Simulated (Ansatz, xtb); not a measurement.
**A geometry optimisation of GeH4MgSi with r2SCAN-D4/def2-SVP**

The starting geometry of this gas-phase triplet was built from a drawn formula by distance geometry and a force field; its bonds are those of `[MgH][GeH2][SiH]`.

```xyz
7

Ge   -0.9970    1.0946    1.1935
Mg   -2.3389   -1.1322    1.2182
Si   -0.5421    1.6667   -1.0242
H    -3.2692   -2.6643    1.2390
H     0.3100    0.9416    1.9854
H    -1.8862    2.2308    1.8708
H     0.2772    0.5801   -1.6214
```

Question: Where would you expect an optimisation with r2SCAN-D4/def2-SVP to take it?

Answer: A new bond forms, giving a structure with H7 bridging Si3 and Mg2, given below by its coordinates. Distances that change by over a tenth: Mg2–Si3 (4.01 → 2.89 Å). Contacts that close: Mg2–H7 (4.22 → 2.04 Å).

The energy falls by 0.40 eV over 16 steps:

| step | E − E(last) (eV) |
| --- | --- |
| 1 | 0.396 |
| 3 | 0.249 |
| 4 | 0.228 |
| 6 | 0.209 |
| 8 | 0.188 |
| 9 | 0.172 |
| 11 | 0.092 |
| 13 | 0.001 |
| 14 | 0.001 |
| 16 | 0.000 |

Final geometry (Å):

```xyz
7

Ge   -0.9348    1.2713    1.5666
Mg   -1.9311   -0.9449    0.4977
Si   -0.3912    1.1450   -0.7767
H    -2.7811   -2.4125    0.4410
H     0.3414    1.3672    2.4287
H    -1.7592    2.5383    1.8746
H    -0.9901   -0.2472   -1.1707
```

From the same start GFN2-xTB ends elsewhere, differing in Ge1–H6 (3.16 against 1.54 Å here), Mg2–Si3 (4.31 against 2.89 Å here), Mg2–H6 (1.66 against 3.75 Å here), Mg2–H7 (5.15 against 2.04 Å here).

The end wasn't checked by frequencies. Open shells are spin-unrestricted. The triplet needn't be the ground state. Run with Ansatz 0.2.0, 3.1 min on 1 thread of Arm Neoverse V2, with other jobs on the host.
